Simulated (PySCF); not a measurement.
# State search for PbCl⁺

Unrestricted PBE0; Pb def2-SVPD with ECP60, Cl def2-SVPD; scalar-relativistic core potentials (PySCF 2.14). Outer shells of the fragments: Pb+ 5d10 6s2 6p1; Cl 3s2 3p5.

Followed along the bond (rough minima from three points):

| 2Ms+1 | unpaired | ⟨S²⟩ at the start | R at minimum (Å) | Te (eV) |
| --- | --- | --- | --- | --- |
| 1 | none | 0.00 | 2.40 | 0.00 |
| 3 | π ↑↑ | 2.01 | none in the scan | ≤ 3.49 |

Solutions found at the starting distance of 2.465 Å, counted from the lowest of them; the search is not exhaustive and high or unbound solutions are not listed, so other states can lie among these:

```
2Ms+1  unpaired   term  E (eV)  ⟨S²⟩  ⟨Lz²⟩  μ (D)
    1      none    ¹Σ⁺    0.00  0.00   0.00  -3.33
    3      π ↑↑  mixed    3.93  2.01   2.01   1.99
    3  σ ↑, π ↑     ³Π    4.06  2.01   1.00  -0.09
    3      π ↑↑  mixed    4.07  2.00   2.01   2.01
    1      π ↑↓  mixed    4.08  1.01   2.01   2.01
    3      σ ↑↑    ³Σ⁺    5.85  2.00   0.00   0.57
    3  σ ↑, π ↑     ³Π    5.92  2.00   1.01   2.30
```

A term symbol is given only where ⟨S²⟩ and ⟨Lz²⟩ are close to those of a pure state; real π, δ and φ orbitals otherwise mix terms. A positive dipole points towards Cl; it is taken about the centre of mass and depends on that origin.

Spin–orbit coupling is left out, which matters for elements this heavy, above all for dissociation energies. Counting both spins, an empty level lies below a filled one in some of these solutions, because spin and occupation are held.
